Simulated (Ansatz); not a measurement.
`[NH2][AlH][SeH]`, charge 0, multiplicity 1.

Task: Give a relaxed structure at PBE0-D4/def2-TZVP (Ansatz 0.2.0). (Estimate.)

Result: Ansatz gave: 
Cartesian coordinates in Å:
```
N -0.305 -0.742 1.245
Al 0.274 0.330 -0.028
Se -0.560 0.000 -2.170
H -0.970 -1.489 1.129
H -0.007 -0.686 2.206
H 1.320 1.467 0.291
H 0.247 1.119 -2.673
```
Point group Cs.
